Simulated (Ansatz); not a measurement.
```yaml
atoms:
  - { symbol: O, position_ang: [0.0006, 0.8296, -0.7111] }
  - { symbol: H, position_ang: [0.0033, 1.5984, -0.1010] }
  - { symbol: Cl, position_ang: [0.0064, -0.4916, 0.3360] }
```

Basis set: cc-pVDZ (spherical functions). Correlated methods keep 6 orbitals frozen. Charge 0, multiplicity 1.

Computed with Ansatz (development build ahead of 0.2.0); each method stands on the lowest determinant of its kind that the runs found. Restricted open shells among the atoms or ions are ROHF, correlated in semicanonical orbitals with singles.

Question: Give the atomization energy at this shape (free ground-state atoms in the same class of orbitals less the molecule, no zero-point energy) of singlet HClO by RHF-MP2, RHF.

Answer:

| method | atomization energy |
| --- | --- |
| RHF-MP2 | 142.14 kcal/mol |
| RHF | 74.30 kcal/mol |
